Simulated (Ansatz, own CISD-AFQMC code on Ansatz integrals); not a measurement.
C2H3B, SMILES `B1C=C1` (charge 0, multiplicity 1).

Cartesian coordinates (Å):
```xyz
6

B      0.9058    -0.0763    -0.3913
C     -0.3453     0.6797    -0.5178
C     -0.4391    -0.6137    -0.1564
H      2.0781    -0.1750    -0.4403
H     -0.9962     1.5206    -0.7066
H     -1.2033    -1.3353     0.0915
```
Charge 0, multiplicity 1.

Frozen-core energies in cc-pVDZ from Ansatz (an electronic-structure program) at a geometry from B3LYP-D3(BJ)/def2-TZVP; the HF reference has <S^2> = 0.00 and the T1 diagnostic is 0.009.

```csv
level,energy (Ha),difference from CCSDT(Q) (mHa)
HF,-102.11048,371.18
MP2,-102.43871,42.95
CCSD,-102.46639,15.26
CCSD(T),-102.48014,1.52
CCSDT,-102.48073,0.92
"phaseless AFQMC, CISD trial (own CISD-AFQMC code on Ansatz integrals; ±0.39 mHa)",-102.48129,0.37
CCSDT(Q),-102.48165,0.00
```
